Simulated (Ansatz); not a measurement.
`N=C([SiH3])[SiH2]N` → `N=C(N)[SiH3]` + `[SiH2]`  (silylene formation by 1,1-elimination)

Gas-phase electronic energies from Ansatz, PBE0-D4/def2-TZVP geometries. CCSD(T)/CBS adds triple-zeta CCSD(T) − MP2 to the extrapolated MP2 energy (def2 sets, frozen cores). This one scheme is used for every species. DFT in def2-TZVPP. B3LYP here is the variant with VWN-RPA as its local correlation; programs differ in this. One conformer a species, not always the lowest.

`N=C([SiH3])[SiH2]N`:

```xyz
13

N     0.050   -0.672   -1.534
C     0.369   -0.153   -0.409
Si    2.173    0.189    0.078
Si   -1.080    0.262    0.756
N    -2.642   -0.119    0.167
H     0.873   -0.871   -2.114
H     2.536   -0.570    1.305
H     2.378    1.636    0.351
H     3.033   -0.242   -1.059
H    -0.840   -0.489    2.018
H    -1.004    1.723    1.025
H    -2.977    0.401   -0.630
H    -2.868   -1.095    0.046
```

`N=C(N)[SiH3]`:

Cartesian coordinates in Å:
```
N 1.468 -0.848 -0.019
C 0.476 -0.066 0.156
N 0.407 1.003 1.007
Si -1.077 -0.541 -0.826
H 2.282 -0.584 0.543
H 1.249 1.336 1.450
H -0.340 1.667 0.912
H -1.672 -1.766 -0.241
H -2.078 0.562 -0.738
H -0.713 -0.763 -2.243
```

`[SiH2]`:

Cartesian coordinates in Å:
```
Si -0.167 0.620 0.306
H -0.334 -0.844 0.701
H 0.501 0.223 -1.007
```

```
             level  ΔE (kJ/mol)  difference from CCSD(T)/CBS
            PBE-D4        270.1                        -15.3
         r2SCAN-D4        290.1                          4.7
           ωB97M-V        274.4                        -11.0
             B3LYP        255.7                        -29.7
    MP2/def2-TZVPP        295.2                          9.8
   CCSD/def2-TZVPP        272.9                        -12.5
    MP2/def2-QZVPP        300.5                         15.1
SCS-MP2/def2-QZVPP        290.6                          5.2
      HF/CBS(def2)        262.0                        -23.4
     MP2/CBS(def2)        303.5                         18.1
       CCSD(T)/CBS        285.4                            0
```

Largest T1 diagnostic among the species: 0.014.

From PBE to PBE0 (25 % exact exchange), in def2-TZVPP and without D4, ΔE moves by +11.6 kJ/mol. The D4 term adds +15.0 kJ/mol with B3LYP and +8.4 kJ/mol with PBE0; it sums over pairs of atoms, weighted by their polarisabilities, and B3LYP, whose exchange is more repulsive, gets the larger term.
